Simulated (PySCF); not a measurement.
**Bond length, frequency and bond energy of GeH by level of theory**

State: ²Π (doublet), unpaired electrons π ↑. Set-up: Ge pcseg-1, H pcseg-1; no relativity (PySCF 2.14). De refers to Ge + H in their high-spin ground configurations, without counterpoise correction. The functionals are run spin-unrestricted. A positive dipole means Ge(−)H(+).

```csv
Level,Re (Å),ωe (cm⁻¹),De (eV),μ (D)
UHF,1.584,1999,1.97,0.12
UHF-MP2,1.585,1961,2.52,n/a
UHF-SCS-MP2,1.588,1948,2.61,n/a
UHF-CCSD,1.595,1897,2.64,n/a
UHF-CCSD(T),1.596,1886,2.66,n/a
PBE,1.622,1823,2.88,-0.15
PBEsol,1.618,1836,3.00,-0.08
r²SCAN,1.599,1903,2.92,-0.01
PBE0,1.603,1903,2.84,-0.04
M06,1.609,1876,2.99,-0.14
HSE06,1.604,1896,2.86,-0.06
MN15,1.591,1926,2.90,-0.01
```

The bond length runs from 1.584 Å (UHF) to 1.622 Å (PBE). De spans 1.97 eV (UHF, mean field) to 3.00 eV (PBEsol, GGA). Correlation at CCSD(T) changes the Hartree–Fock bond energy by +0.69 eV; the triples alone change it by +0.02 eV.

Correlated steps freeze 9 core orbitals. Correlated levels converge slowly with the basis: in double zeta they bind strong bonds too weakly, by up to about 1 eV, and carry superposition errors of some tenths. Spin–orbit coupling is left out. The state was picked by a PBE0 search and need not be the measured ground state.
